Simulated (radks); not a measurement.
Results of a calculation; reference values are marked as such.
Task: Radial electron density D(r) = 4 pi r^2 rho(r) of an atom or ion with 50 electrons. Code: a radial shooting solver on a logarithmic mesh with Libxc functionals. Model: Dirac Kohn-Sham, PBE, spin-unpolarised, spherical densities, point nucleus.

```
   r/bohr * D(r) (the largest magnitude, 84.4, reaches the edge; | marks zero)
 0.001316 | *
  0.00152 | *
 0.001755 |  *
 0.002027 |   *
 0.002341 |    *
 0.002703 |     *
 0.003122 |      *
 0.003606 |        *
 0.004164 |          *
 0.004809 |             *
 0.005554 |                *
 0.006414 |                   *
 0.007408 |                       *
 0.008555 |                           *
  0.00988 |                               *
  0.01141 |                                  *
  0.01318 |                                      *
  0.01522 |                                        *
  0.01758 |                                          *
   0.0203 |                                           *
  0.02344 |                                          *
  0.02707 |                                        *
  0.03127 |                                      *
  0.03611 |                                     *
   0.0417 |                                     *
  0.04816 |                                       *
  0.05562 |                                          *
  0.06423 |                                               *
  0.07418 |                                                    *
  0.08567 |                                                      *
  0.09894 |                                                     *
   0.1143 |                                                *
    0.132 |                                           *
   0.1524 |                                      *
    0.176 |                                      *
   0.2033 |                                        *
   0.2348 |                                            *
   0.2711 |                                            *
   0.3131 |                                       *
   0.3616 |                              *
   0.4176 |                     *
   0.4823 |               *
    0.557 |             *
   0.6433 |              *
   0.7429 |               *
   0.8579 |              *
   0.9908 |           *
    1.144 |        *
    1.322 |     *
    1.526 |  *
    1.763 | *
    2.036 | *
    2.351 |*
    2.715 |*
    3.135 |*
    3.621 *
    4.182 *
     4.83 *
    5.578 *
    6.442 *
    7.439 *
    8.592 *
```

What is the nuclear charge?

Result: Z = 51. The innermost maximum, from 1s, lies near gamma/Z bohr with gamma = sqrt(1 - (Z/c)^2) = 0.928, here 0.0182 bohr (found: 0.0200), and its height grows with Z. The density is that of the antimony ion Sb+ in [Kr] 4d10 5p4; the configuration itself is not fixed sharply by these data, and Z only to a few units. D(r) has 4 maxima, at r = 0.0200, 0.0878, 0.256, 0.755 bohr, and minima at 0.0391, 0.168, 0.548 bohr, inside which lie 2.02, 11.17, 28.96 electrons.
